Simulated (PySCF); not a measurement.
Vertical excitations of a molecule C₅H₄F₂O from TDA-LC-ωPBE/def2-SVPD (PySCF), as energy in eV (oscillator strength): 4.22 (0.000), 6.69 (0.417), 7.35 (0.009), 7.91 (0.010), 8.23 (0.018), 8.33 (0.029). Lowest triplet (TDA): 3.65 eV. Geometry optimised at ωB97X-D3(BJ)/def2-SVP. The values are those of a single conformer.

Problem. Which structure fits?
(A) C#CC(F)(F)OC=C
(B) FC(F)=C[C@H]1C=CO1
(C) FC(F)=C=C1COC1
(D) O=C1C=C(F)C[C@H]1F

Solution. D, O=C1C=C(F)C[C@H]1F
